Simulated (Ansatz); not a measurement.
Computed with Ansatz on PBE0-D4/def2-TZVP structures; ΔE is electronic, products minus reactants. CCSD(T)/CBS adds triple-zeta CCSD(T) − MP2 to the extrapolated MP2 energy (def2 sets, frozen cores). This one scheme is used for every species. Functionals use def2-TZVPP. B3LYP here is the variant with VWN-RPA as its local correlation; programs differ in this.

Reaction (formal exchange of groups at the Si–P bond): `[SiH3]P` + `C1CCC1` → `[SiH3]C1CCC1` + PH₃

Q: Is it downhill or uphill in electronic energy at CCSD(T)/CBS, and by how much? (Estimate.)

A: Ansatz gave: Uphill: ΔE = +26.0 kJ/mol.

Q: What do these levels give: revPBE-D4, B3LYP-D4, r2SCANh-D4, BHLYP-D4, PBE-QIDH, r2SCAN, B3LYP, CAM-B3LYP, LC-ωPBE, HF/def2-TZVPP, SCS-MP2/def2-TZVPP, CCSD/def2-TZVPP? (An estimate is asked.)

A: The calculation gave: revPBE-D4 29.8, B3LYP-D4 25.9, r2SCANh-D4 31.1, BHLYP-D4 25.6, PBE-QIDH 30.5, r2SCAN 32.6, B3LYP 32.7, CAM-B3LYP 28.3, LC-ωPBE 31.5, HF/def2-TZVPP 30.6, SCS-MP2/def2-TZVPP 22.8, CCSD/def2-TZVPP 25.0 kJ/mol.

Q: What do rigid-rotor, harmonic-oscillator terms from PBE0-D4/def2-TZVP frequencies (298.15 K, 1 bar) make of the CCSD(T)/CBS value? (Estimate.)

A: Ansatz gave: ΔZPE = -8.7 kJ/mol, ΔH = +19.0 kJ/mol, ΔS = -5 J/(mol·K), ΔG = +20.4 kJ/mol.

Largest T1 diagnostic among the species: 0.013.

At CCSD(T), def2-SVP lies −5.4 kJ/mol from the extrapolated value and def2-TZVPP −1.7 kJ/mol. From BLYP to BHLYP (50 % exact exchange), in def2-TZVPP and without D4, ΔE moves by −3.1 kJ/mol.
